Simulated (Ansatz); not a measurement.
Wavefunction ladder for CH5F3GaN, SMILES `C[NH2+][Ga-]([F])([F])[F]`

```xyz
11

C    -0.398   -0.010    1.338
N    -0.481   -0.553   -0.033
Ga    0.760    0.423   -1.323
F     0.134    2.061   -1.178
F     0.440   -0.421   -2.830
F     2.311    0.118   -0.552
H    -1.065   -0.538    2.020
H    -0.662    1.046    1.307
H     0.630   -0.100    1.683
H    -0.239   -1.540   -0.043
H    -1.430   -0.484   -0.389
```

Charge 0, multiplicity 1. Correlated methods include outer-core shells of Ga, which these sets cover unevenly. Scalar relativity is left out up to krypton. The geometry is a stationary point of PBE0-D4/def2-TZVP. It is one conformer, not always the lowest. Frozen core, restricted reference, Ansatz.

```csv
basis,HF (Eh),MP2 corr.
def2-SVP,-2316.41111,-1.09540
def2-TZVPP,-2317.15107,-1.37897
def2-QZVPP,-2317.21078,-1.72560
```

Q: Estimate the CCSD correlation energy and the (T) correction in each basis where they were run (hartree).

A: 
```csv
basis,CCSD corr.,(T)
def2-SVP,-1.11495,-0.02313
def2-TZVPP,-1.39107,-0.04510
```
